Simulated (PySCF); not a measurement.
A mixed set of molecules. Computed, not measured: TDDFT B3LYP/def2-SVPD, vertical, gas phase, core orbitals frozen in the response (PySCF 2.14.0, density-fitted response routines). Geometries: PBE0-D3(BJ)/def2-SVP; one conformer of each isolated species. Triplets are in the Tamm–Dancoff approximation. Relativistic effects are left out although some hold elements past zinc.

**Question.** Rank by computed HOMO–LUMO gap, highest first.
A. `CC#[N+][AlH2-][F]`
B. `C=C[Si](Br)(C=C)C=C`
C. `c1cc([Se]c2ccccc2)ccc1C`
D. `[O]([GeH3])[SiH3]`

**Answer.** D (7.59 eV), B (6.54 eV), A (5.71 eV), C (4.80 eV).

```
                 SMILES  gap (eV)  HOMO (eV)  α (au)  f (S1)  T1 (eV)  first f ≥ 0.01 (nm)    S1 mainly
        [SiH3][O][GeH3]      7.59      -8.18    62.5   0.001     6.17                  170    H→L (99%)
    C=C[Si](Br)(C=C)C=C      6.54      -7.57   120.3   0.000     4.18                  202  H-1→L (47%)
      CC#[N+][AlH2-][F]      5.71      -7.11    60.8   0.002     4.76                  243   H→L (100%)
Cc1ccc([Se]c2ccccc2)cc1      4.80      -5.69   186.1   0.061     3.53                  307    H→L (86%)
```

H and L stand for HOMO and LUMO.
